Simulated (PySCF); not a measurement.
Selenium: a sound run and one with changed settings

Sound run: Se²⁺ [Ar] 3d10 4s2 4p2, Se³⁺ [Ar] 3d10 4s2 4p1. All numbers are calculated (PySCF 2.14, a scalar-relativistic core potential, in cc-pVTZ-PP with ECP10MDF). The sound run starts from symmetry-adapted Hartree-Fock orbitals and uses a fine grid where one is needed.

A second run was set up differently.

```tsv
species	method	sound run (hartree)	changed run (hartree)	converged
Se²⁺	UHF	-370.78217	-370.56539	no
Se²⁺	B3LYP	-372.04740	-371.19196	no
Se²⁺	TPSS	-371.90915	-370.75627	no
Se³⁺	UHF	-369.64341	-369.47400	no
Se³⁺	B3LYP	-370.88843	-370.22107	no
Se³⁺	TPSS	-370.75077	-369.83483	no
```

Q: What was changed?
A. level shift left on
B. too few SCF iterations
C. radial grid too coarse
D. a valence shell is frozen

A: B. It used initial guess minao, at most 2 SCF cycles. The SCF was stopped early; the energies are upper bounds that still move, and correlated levels were skipped or rest on poor orbitals.
